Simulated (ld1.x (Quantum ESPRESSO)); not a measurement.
**Ni (Z = 28), TM: configuration errors across variants**

```json
{"Element": "nickel", "Generator": "ld1.x (Quantum ESPRESSO) 7.5", "Type": "norm-conserving Troullier–Martins (Kleinman–Bylander form)", "Functional": "BLYP", "Relativity": "scalar-relativistic", "Frozen core": "[Ar]", "Valence charge": "10", "Reference configuration": "3d7 4s0 4p0 (charge +3)", "Partial waves": "4s (bound, empty): rc 1.80 bohr; 4p (bound, empty): rc 2.15 bohr; 3d (bound): rc 1.45 bohr", "Local potential": "the d channel", "Core correction": "Bessel-smoothed model core inside 1.10 bohr"}
```

All-electron excitation energies from the reference (eV): (1) 3d8 4s2 4p0 -64.372; (2) 3d8 4s1 4p0 -55.022; (3) 3d8 4s0 4p0 -37.474; (4) 3d8 4s0 4p1 -49.308; (5) 3d6 4s0 4p0 57.528; (6) 3d8 4s1.5 4p0 -60.659.

Tests that are not counted but printed errors over 1 eV. “base”: 3d9 4s1 4p0 (pseudo-atom not self-consistent, printed error -625 eV). “wave 3d (bound): rc 1.45 bohr becomes 3d (bound): rc 1.34 bohr”: 3d9 4s1 4p0 (pseudo-atom not self-consistent, printed error -676 eV).

A true bound ghost makes a file unfit for plane-wave use even where its test errors are small: the radial tests pick states by their node count and pass the ghost by. Where a test does run into it, the solver fails or the error is huge.

Errors AE − PS in meV (a dash: test not solved or not reliable):

| change | (1) | (2) | (3) | (4) | (5) | (6) | bound ghosts |
| --- | --- | --- | --- | --- | --- | --- | --- |
| base | -97 | -170 | -259 | -181 | -389 | -131 | s, p |
| wave 3d (bound): rc 1.45 bohr becomes 3d (bound): rc 0.92 bohr | +21 | -80 | -214 | -107 | -409 | -24 | s, p |
| wave 3d (bound): rc 1.45 bohr becomes 3d (bound): rc 1.18 bohr | -32 | -119 | -233 | -135 | -415 | -71 | s, p |
| wave 3d (bound): rc 1.45 bohr becomes 3d (bound): rc 1.34 bohr | -68 | -148 | -249 | -160 | -405 | -104 | s, p |
| wave 3d (bound): rc 1.45 bohr becomes 3d (bound): rc 1.56 bohr | -134 | -196 | -267 | -206 | -359 | -163 | s, p |
| wave 3d (bound): rc 1.45 bohr becomes 3d (bound): rc 1.76 bohr | -218 | -246 | -265 | – | -262 | -232 | s, p |
| wave 3d (bound): rc 1.45 bohr becomes 3d (bound): rc 2.12 bohr | -397 | -309 | -187 | -206 | +11 | -359 | s |

Give the same row for: wave 3d (bound): rc 1.45 bohr becomes 3d (bound): rc 1.92 bohr.

-284, -276, -246, –, -168, -283; bound ghosts: s, p. Not counted: 3d8 4s0 4p1 (solver errors, printed error -1.1 eV).
